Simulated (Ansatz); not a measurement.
Computed with Ansatz.

Basis-set series for H2OZn, SMILES `[OH][ZnH]`. The species carries charge 0 and has multiplicity 1. All single points use the PBE0-D4/def2-TZVP geometry.

```
functional       basis  functions  energy (Eh)  HOMO (eV)  LUMO (eV)
   PBE0-D4  def2-TZVPP        123  -1855.53113      -8.20      -0.41
   PBE0-D4  def2-QZVPP        217  -1855.58047      -8.26      -0.54
   ωB97M-V  def2-TZVPP        123  -1855.73800     -10.70       0.95
   ωB97M-V  def2-QZVPP        217  -1855.78599     -10.77       0.58
```

**Question.** Give the rows for def2-SVP. (An estimate is asked.)

**Answer.** The calculation gave: 
```json
{"functional": "PBE0-D4", "basis": "def2-SVP", "functions": "55", "energy (Eh)": "-1855.16779", "HOMO (eV)": "-7.57", "LUMO (eV)": "0.18"}
{"functional": "ωB97M-V", "basis": "def2-SVP", "functions": "55", "energy (Eh)": "-1855.37164", "HOMO (eV)": "-10.03", "LUMO (eV)": "1.58"}
```

Positive LUMOs are unbound and depend on the basis. Scalar relativity is left out up to krypton.
